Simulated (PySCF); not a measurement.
Al(Cl)(OMe)(SeH) (CH₄AlClOSe), SMILES C[O][Al]([Cl])[SeH]. The structure is a stationary point at PBE-D3(BJ)/def2-SVP. The structure was generated by enumeration; whether it is a known compound was not checked. Other conformers were not sampled.

Computed equilibrium geometry at PBE-D3(BJ)/def2-SVP (PySCF confirms it by a frequency run) as Cartesian coordinates in Å, and its point group (one conformer of several):
point group Cs.
```xyz
9

Al     0.0488    -0.4328     0.0000
Cl     1.9822    -1.2920     0.0000
O     -1.3421    -1.4098     0.0000
C     -1.6562    -2.7791     0.0000
H     -2.2623    -3.0364    -0.8971
H     -0.7534    -3.4316     0.0000
H     -2.2623    -3.0364     0.8971
Se    -0.2814     1.8524     0.0000
H      1.1894     2.0654     0.0000
```
Charge 0, spin multiplicity 1.
